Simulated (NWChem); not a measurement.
System: C3H3NO3S2; SMILES O=S(=O)(O)c1cscn1

```xyz
12

O     -0.7416     2.0095    -1.2752
S     -0.1588     1.5755     0.0000
O     -0.7416     2.0095     1.2752
O      1.4493     1.8879     0.0000
C     -0.0440    -0.2333     0.0000
C     -1.0979    -1.1210     0.0000
S     -0.4667    -2.7310     0.0000
C      1.1510    -2.0886     0.0000
N      1.2123    -0.7759     0.0000
H      1.8856     0.9878     0.0000
H     -2.1743    -0.9144     0.0000
H      2.0282    -2.7514     0.0000
```
Atoms are numbered in this order, from 1.

Computed with NWChem. Coordinates come from a PBE-D3(BJ)/def2-SVP optimisation. No frequency run checked for a minimum. Level MN15/def2-SVP: energy and gradient on several grids; changes count from the extra-fine grid, which is no exact limit either.

```json
[
 {"grid": "xcoarse", "size of the energy change (μHa)": "80000", "largest change of a gradient component (μHa/bohr)": "3000", "time, medium = 1 (rough)": "about 1"},
 {"grid": "coarse", "size of the energy change (μHa)": "3000", "largest change of a gradient component (μHa/bohr)": "600", "time, medium = 1 (rough)": "about 1"},
 {"grid": "medium", "size of the energy change (μHa)": "30", "largest change of a gradient component (μHa/bohr)": "90", "time, medium = 1 (rough)": "about 1"},
 {"grid": "fine", "size of the energy change (μHa)": "< 10", "largest change of a gradient component (μHa/bohr)": "< 30", "time, medium = 1 (rough)": "about 1"},
 {"grid": "xfine", "size of the energy change (μHa)": "< 10", "largest change of a gradient component (μHa/bohr)": "< 30", "time, medium = 1 (rough)": "2"}
]
```
